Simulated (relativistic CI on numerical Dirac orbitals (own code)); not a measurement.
## A ladder of approximations for the levels of Sm

Calculated with a relativistic CI code on KLI orbitals (one set per configuration, finite nucleus), adding one ingredient at a time: step 1, Dirac-Coulomb, each configuration alone; step 2, with Breit and QED terms; step 3, with configuration mixing; step 4, with scaled Slater integrals (0.85); step 5, with a P86 correlation estimate. P86 is a density functional for the correlation energy, evaluated here for each configuration and added to its levels.

CI space (outside the closed core [Xe]): 4f⁶6s², 4f⁵6s²5d, 4f⁵6s²6p, 4f⁸, 4f⁴6s²7s², 4f³6s²5d7s², 4f³6s²6p7s².

Computed minus measured energy above the ground level, in cm⁻¹, for 2 of the 12 excited levels that pair in every step (one J of a term; a digit in brackets numbers repeated terms):

| Configuration | Term | J | Measured | Step 1 | Step 2 | Step 3 | Step 4 | Step 5 |
| --- | --- | --- | --- | --- | --- | --- | --- | --- |
| 4f⁶6s² | 7F | 1 | 293 | 35 | -5 | -5 | 19 | 19 |
| 4f⁵6s²5d | 7F° | 1 | 26281 | -13296 | -12549 | -12532 | -14760 | -12391 |

Mean absolute errors in cm⁻¹, over all paired levels and for the configurations:

| Configuration, levels | Step 1 | Step 2 | Step 3 | Step 4 | Step 5 |
| --- | --- | --- | --- | --- | --- |
| all, 12 | 6761 | 6345 | 6337 | 7467 | 6282 |
| 4f⁶6s², 6 | 339 | 81 | 84 | 109 | 109 |
| 4f⁵6s²5d, 6 | 13182 | 12608 | 12591 | 14824 | 12455 |

Measured levels: NIST Handbook of Basic Atomic Spectroscopic Data (Sansonetti and Martin, J. Phys. Chem. Ref. Data 34, 1559 (2005)).

The mean absolute error is lowest at step 5 (6282 cm⁻¹), and the largest single drop is from step 4 to 5 (7467 to 6282). The Breit and QED terms change the top of the ground term (measured 4021) from 4770 to 4256. Mixing lowers the ground level by 17; relative to it the configurations that move most are 4f⁵6s²5d by +17. The P86 estimate moves 4f⁵6s²5d by +2369, and takes the mean absolute error of the excited configurations from 14824 to 12455.
